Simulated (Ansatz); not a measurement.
Coupled-cluster run, C3H9Sb, SMILES `C[CH](C)[SbH2]`.

```yaml
crystal:
  periodic: [false, false, false]
  atoms:
    - {symbol: C, position_ang: [0.202767, 0.706392, -1.360061]}
    - {symbol: C, position_ang: [-0.073726, -0.387578, -0.341106]}
    - {symbol: C, position_ang: [-1.110244, 0.036309, 0.682248]}
    - {symbol: Sb, position_ang: [1.810491, -1.020603, 0.563986]}
    - {symbol: H, position_ang: [-0.721447, 0.997846, -1.871467]}
    - {symbol: H, position_ang: [0.601589, 1.605055, -0.879294]}
    - {symbol: H, position_ang: [0.918022, 0.392027, -2.124138]}
    - {symbol: H, position_ang: [-0.423732, -1.283898, -0.864587]}
    - {symbol: H, position_ang: [-0.766860, 0.902296, 1.255116]}
    - {symbol: H, position_ang: [-1.336387, -0.761153, 1.392279]}
    - {symbol: H, position_ang: [-2.046480, 0.320456, 0.185898]}
    - {symbol: H, position_ang: [1.058366, -1.911750, 1.816856]}
    - {symbol: H, position_ang: [1.907840, 0.369901, 1.559073]}
basis:
  gaussian: {orbitals: def2-TZVPP}
correlation: {method: ccsd_t}
output: {orbitals: {seedname: orbitals}}
```

```sh
$ ansatz run in.yaml --threads 4 --pin off --events-out ev --progress --plain
```

The program prints (abridged):

```
Functional definition: HF
1704 factors; integrals over basis functions are off by at most 8.1e-4 eV
mean field evaluation 1: about -9741.1679 eV, gradient 3.5e1 eV
mean field evaluation 2: about -9741.3774 eV, gradient 3.5e1 eV
mean field evaluation 4: about -9744.9845 eV, gradient 4.7e0 eV
mean field evaluation 8: about -9745.0614 eV, gradient 2.3e-1 eV
mean field -9745.06176930 eV, -358.1244145817 hartree, gradient 6.4e-6 eV, S^2 0.000000; 0 other end points of the search recorded, 0 dependent functions left out
7 core orbitals not correlated: weight in the atoms' cores, before any rotation towards them, 1.000 or more for the frozen orbitals, at most 0.000 for the correlated occupied ones
reference -9745.06176930 eV, -358.1244145817 hartree; 18, 18 occupied and 244, 244 virtual orbitals, 1704 factors
second order -24.47680482 eV of doubles, -0.00000000 eV of singles
cycle   1  -24.74211952 eV  change   -2.7e-1 eV  update   1.1e-1
cycle   2  -25.38486762 eV  change   -6.4e-1 eV  update   3.1e-2
cycle   3  -25.47714291 eV  change   -9.2e-2 eV  update   1.4e-2
cycle   4  -25.46665241 eV  change    1.0e-2 eV  update   4.0e-3
cycle   5  -25.46667311 eV  change   -2.1e-5 eV  update   1.7e-3
cycle   6  -25.46668402 eV  change   -1.1e-5 eV  update   5.0e-4
cycle   7  -25.46642639 eV  change    2.6e-4 eV  update   1.7e-4
cycle   8  -25.46643289 eV  change   -6.5e-6 eV  update   5.5e-5
cycle   9  -25.46645410 eV  change   -2.1e-5 eV  update   1.5e-5
perturbative correction -0.91117412 eV, -0.0334850315 hartree
Total energy: -9771.43939753 eV, -359.0937745396 hartree
```

Run time 110 s (4 threads of a server CPU on a shared host); peak host memory 7.7 GiB.

Correlation energy per correlated electron: -0.733 eV. T1 diagnostic: 0.0118.
